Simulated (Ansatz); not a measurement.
Isolated molecules relaxed with PBE0-D4/def2-TZVP in Ansatz; ΔE leaves out vibrations. CCSD(T)/CBS is the MP2 limit (def2-TZVPP, def2-QZVPP) plus CCSD(T) − MP2 in def2-TZVPP, frozen cores. This one scheme is used for every species. DFT in def2-TZVPP. For Ge outer-core shells are correlated without core-valence functions, which leaves a few kJ/mol of doubt a bond. Scalar relativity is left out up to krypton. One conformer a species, not always the lowest.

Consider the redistribution: `[SiH3][SiH2][GeH2][SiH2][GeH3]` + `BN` → `[GeH3][SiH2][GeH3]` + `NB[SiH2][SiH3]`.

`[SiH3][SiH2][GeH2][SiH2][GeH3]`:

Cartesian coordinates in Å:
```
Si -1.384 -1.331 1.853
Si -1.251 0.923 1.249
Ge 1.004 1.464 0.706
Si 1.809 -0.121 -0.878
Ge 0.226 -0.360 -2.637
H -0.534 -1.583 3.048
H -2.782 -1.733 2.165
H -0.883 -2.173 0.733
H -1.752 1.787 2.354
H -2.096 1.165 0.046
H 1.081 2.881 0.105
H 1.873 1.440 1.978
H 3.125 0.301 -1.432
H 1.987 -1.435 -0.200
H 0.722 -1.337 -3.717
H -0.043 1.003 -3.298
H -1.104 -0.891 -2.075
```

`BN`:

```xyz
6

B    -0.522   -0.111    0.426
N     0.537    0.114   -0.438
H    -0.574    0.502    1.453
H    -1.359   -0.911    0.122
H     0.643   -0.365   -1.316
H     1.274    0.771   -0.247
```

`[GeH3][SiH2][GeH3]`:

Z-matrix (Å, degrees):
```
Ge
Si 1 2.379
H 1 1.538 2 110.1
H 1 1.538 2 111.3 3 120.4
H 1 1.538 2 110.1 3 -119.3
Ge 2 2.379 1 110.5 3 59.7
H 2 1.489 1 109.5 3 -179.6
H 2 1.489 1 109.5 3 -61.1
H 6 1.538 2 110.1 1 -59.6
H 6 1.538 2 110.1 1 59.7
H 6 1.538 2 111.3 1 -180.0
```

`NB[SiH2][SiH3]`:

```xyz
12

N    -0.565    2.215   -0.806
B    -1.035    0.959   -0.454
Si    0.091   -0.689   -0.723
Si    0.820   -1.519    1.342
H     0.332    2.375   -1.234
H    -1.094    3.059   -0.660
H    -2.123    0.891    0.045
H     1.305   -0.416   -1.553
H    -0.676   -1.777   -1.397
H    -0.343   -1.831    2.219
H     1.627   -2.760    1.183
H     1.661   -0.507    2.039
```

(1) Is it downhill or uphill in electronic energy at CCSD(T)/CBS, and by how much? (An estimate is asked.)

(2) What do these levels give: PBE0-D4, ωB97X-V, B2PLYP, r2SCAN, PBE0, SCS-MP2/def2-TZVPP? (An estimate is asked.)

Largest T1 diagnostic among the species: 0.014.

Answers

(1) Computed: Uphill: ΔE = +0.47 eV.

(2) The calculation gave: PBE0-D4 0.44, ωB97X-V 0.41, B2PLYP 0.39, r2SCAN 0.38, PBE0 0.36, SCS-MP2/def2-TZVPP 0.46 eV.

In def2-TZVPP, CCSD(T) changes the Hartree–Fock value by +0.10 eV (the triples alone add +0.02 eV) and MP2 by +0.16 eV. The D4 term adds +0.14 eV with B3LYP and +0.08 eV with PBE0; it sums over pairs of atoms, weighted by their polarisabilities, and B3LYP, whose exchange is more repulsive, gets the larger term.

B3LYP here is the variant with VWN-RPA as its local correlation; programs differ in this.
